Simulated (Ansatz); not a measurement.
Ansatz (a program for electronic structure) input (CCSD(T)/aug-cc-pV(T+d)Z):
A basis named .json is the Basis Set Exchange file of that set.

Ansatz 0.2 input:
```yaml
crystal:
  periodic: [false, false, false]
  atoms:
    - {symbol: Al, position_ang: [0.07951754, -0.50892024, -0.01259072]}
    - {symbol: O, position_ang: [1.09530182, 0.46530510, -0.97250662]}
    - {symbol: H, position_ang: [1.06115209, 1.42158845, -1.04595819]}
    - {symbol: O, position_ang: [-1.17764818, 0.06171992, 0.98554525]}
    - {symbol: H, position_ang: [-1.43610916, 0.97817455, 1.10532848]}
basis:
  gaussian:
    orbitals: aug-cc-pV_T+d_Z.json
total_charge: 1
magnetization: {spin_polarized: false}
correlation: {method: ccsd_t, electrons: outside_noble_gas}
```

End of the output:

```
integrals: 0.74 GiB planned
1148 factors; integrals over basis functions are off by at most 1.2e-3 eV
mean field: 0.61 GiB planned
mean field evaluation 1: about -10673.7797 eV, gradient 8.6e1 eV
mean field evaluation 2: about -10673.7799 eV, gradient 8.6e1 eV
mean field evaluation 4: about -10685.0348 eV, gradient 2.8e0 eV
mean field evaluation 8: about -10685.0612 eV, gradient 1.9e-1 eV
mean field evaluation 16: about -10685.0586 eV, gradient 5.5e-1 eV
mean field -10685.06149341 eV, -392.6687672881 hartree, gradient 1.6e-6 eV, S^2 0.000000; 0 other end points of the search recorded, 0 dependent functions left out
7 core orbitals not correlated
reference -10685.06149341 eV, -392.6687672881 hartree; 8, 8 occupied and 178, 178 virtual orbitals, 1148 factors
second order -15.04093066 eV of doubles, -0.00000000 eV of singles
coupled cluster: 1.16 GiB planned
cycle   1  -14.67769805 eV  change    3.6e-1 eV  update   8.9e-2
cycle   2  -14.99566924 eV  change   -3.2e-1 eV  update   2.8e-2
cycle   3  -15.08744487 eV  change   -9.2e-2 eV  update   1.4e-2
cycle   4  -15.07688394 eV  change    1.1e-2 eV  update   3.8e-3
cycle   5  -15.07286305 eV  change    4.0e-3 eV  update   1.7e-3
cycle   6  -15.07357422 eV  change   -7.1e-4 eV  update   7.1e-4
cycle   7  -15.07363019 eV  change   -5.6e-5 eV  update   2.7e-4
cycle   8  -15.07344343 eV  change    1.9e-4 eV  update   1.3e-4
cycle   9  -15.07348561 eV  change   -4.2e-5 eV  update   5.8e-5
cycle  10  -15.07352269 eV  change   -3.7e-5 eV  update   2.3e-5
cycle  11  -15.07349541 eV  change    2.7e-5 eV  update   8.0e-6
cycle  12  -15.07350726 eV  change   -1.2e-5 eV  update   3.5e-6
perturbative correction -0.56990953 eV, -0.0209437891 hartree
Total energy: -10700.70491021 eV, -393.2436522518 hartree
```

This state (charge 1, singlet) is run at the relaxed geometry of the species with charge 0 and multiplicity 2.
